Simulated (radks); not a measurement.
Question: The mean radii <r> (bohr) of the occupied orbitals of an atom or ion are listed with their occupations. Method: non-relativistic Kohn-Sham, PBE, spin-polarised, spherical densities, point nucleus; computed with a radial shooting solver on a logarithmic mesh with Libxc functionals.

| orbital | occ. | <r> |
|---|---|---|
| 1s | 2 | 0.02814 |
| 2s | 2 | 0.1210 |
| 2p | 6 | 0.1030 |
| 3s | 2 | 0.3204 |
| 3p | 6 | 0.3106 |
| 3d | 10 | 0.2812 |
| 4s | 2 | 0.7466 |
| 4p | 6 | 0.7776 |
| 4d | 10 | 0.8709 |
| 5s | 2 | 1.943 |
| 5p | 6 | 2.331 |

Name the element and its charge. Open shells, if any, are filled with parallel spins first.

Answer: Z = 54, xenon, charge 0: Xe in [Xe]. The 1s radius gives Z: for a bare nucleus <r> = 1.5/Z, 0.02778 bohr for Z = 54, and screening makes it slightly larger (0.02814 here). The occupations add up to 54, and the charge is Z minus that.
